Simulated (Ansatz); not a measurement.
## ScCl: shapes and states compared

Calculated in Ansatz's Gaussian-basis code. Basis cc-pwCVTZ-DK on Sc, cc-pVTZ-DK on Cl, scalar X2C without spin–orbit coupling, 10 orbitals frozen in the corrections; active space CAS(10,10). Restricted Hartree–Fock, then the lowest state-specific CASSCF solution met for each case. Coupled cluster stands on the determinant that it favours, not always the lowest RHF. On stretched bonds single-reference methods can fail or change state. Solutions in different active orbitals can move differences by tenths of an eV and at times more than 1 eV.

Case A, triplet: bond length 2.2300 Å.

Case B, singlet: the shape of A.

Case C, singlet: bond length 2.5645 Å.

Energy less that of case A, in eV:

```
case  RHF/ROHF  CASSCF  CCSD(T)
   B    +0.690  -1.310   -0.230
   C    +1.042  -0.985   +0.298
```

Problem. What does SC-NEVPT2 give for these differences?

Solution. B: +0.055 eV (1.3 kcal/mol); C: +0.573 eV (13.2 kcal/mol).

Problem. Which case is lowest, and do the methods agree?

Solution. A is lowest in SC-NEVPT2. CASSCF puts B lowest. CCSD(T) puts B lowest.
